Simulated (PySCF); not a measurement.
# Zn: excitation energy

Zn [Ar] 3d10 4s2 (1S) → Zn [Ar] 3d10 4s1 4p1 (3P), as a difference of total energies. Computed with PySCF 2.14 in def2-TZVPPD (6s6p4d2f1g, 67 functions), with no relativity, point nucleus. Correlated levels: valence and next inner shell: [Ne] frozen. The calculations carry no spin-orbit coupling.

| method | excitation energy (eV) | difference from reference (eV) |
| --- | --- | --- |
| UHF | 2.587 | -1.467 |
| MP2 (valence and next inner shell) | 3.648 | -0.406 |
| SCS-MP2 (valence and next inner shell) | 3.731 | -0.323 |
| CCSD (valence and next inner shell) | 3.677 | -0.377 |
| CCSD(T) (valence and next inner shell) | 3.771 | -0.283 |

Reference: 4.054 eV (measured; NIST levels, between the centres of gravity of the two terms).

These non-relativistic numbers lack the scalar-relativistic shift.

Errors of the correlated levels include the incompleteness of this basis and the frozen core.
